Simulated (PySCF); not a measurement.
CH10NSi3 (doublet state).
Structure used (GFN2-xTB), in Å, numbered top down from 1:
```
atom  x, y, z in Å
N1     2.824   -0.744    0.434
Si2    2.336    0.268   -0.892
Si3    0.225    1.068   -0.536
C4    -0.876   -0.470   -0.266
Si5   -2.742   -0.150   -0.239
H6     2.225   -1.498    0.728
H7     3.788   -1.009    0.545
H8     3.502    1.165   -0.978
H9    -0.155    2.016    0.532
H10   -0.188    1.730   -1.786
H11   -0.659   -1.199   -1.049
H12   -0.589   -0.944    0.674
H13   -3.453   -1.408    0.017
H14   -3.165    0.383   -1.535
H15   -3.079    0.801    0.823
```

The hyperfine couplings belong to this conformer and change with its torsions.

Identity: `[SiH](N)[SiH2]C[SiH3]` [radical].

Computed with UKS B3LYP, pcH-1 on C H N Si, non-relativistic, mean-field spin-orbit, GIAO in PySCF. Isolated species at its GFN2-xTB geometry (one conformer only). A GFN2-xTB geometry isn't a minimum of the functional, and hyperfine couplings can be far from their values at a DFT geometry, by a factor of two or more for some ions and for spin on atoms past the first row. Stability of the SCF solution: not tested.

(1) Where do the isotropic ENDOR lines of N1, H8, H9/H10, H6/H7 and H13/H14/H15 fall at 332.6 mT, to first order?

(2) Which pairs are centred on the nuclear Larmor frequency, and which on half the coupling?

(3) At what field would the lower line of N1 fall to zero frequency?

Results:

(1) ν± = |νn ± a/2|, one line for each electron-spin manifold; νn = |g_N| × 7.62259 MHz/T × B.

| nuclei | isotope | g_N | νn (MHz) | a_iso (MHz) | lower line (MHz) | upper line (MHz) |
| --- | --- | --- | --- | --- | --- | --- |
| N1 | 14N | 0.4038 | 1.02 | 6.78 | 2.37 | 4.41 |
| H8 | 1H | 5.5857 | 14.16 | 44.60 | 8.14 | 36.46 |
| H9/H10 | 1H | 5.5857 | 14.16 | 32.28 | 1.98 | 30.30 |
| H6/H7 | 1H | 5.5857 | 14.16 | -11.06 | 8.63 | 19.69 |
| H13/H14/H15 | 1H | 5.5857 | 14.16 | 0.56 | 13.88 | 14.44 |

(2) Centred on νn, since |a| < 2νn: H6/H7 and H13/H14/H15. Centred on |a|/2 and split by 2νn: N1, H8 and H9/H10.

(3) Where νn = |a|/2, that is B = 3.39 MHz/(0.4038 × 7.62259 MHz/T) = 1100 mT, as far as first order holds there.

Class means assume fast exchange of nuclei equivalent by connectivity; if that motion is slow, each nucleus keeps its own coupling. The 1H value of +32.3 MHz is a mean of couplings from -6.4 to 71.0 MHz in this one geometry, not an average over conformers.

The Mulliken spin populations are largest on Si2 (+0.74), N1 (+0.16) and Si3 (+0.07). The angles at Si2 add up to 332.2°, so it is pyramidal.

Hardware: Arm Neoverse V2, one thread, on a shared host. Cost: 62 s of wall time.
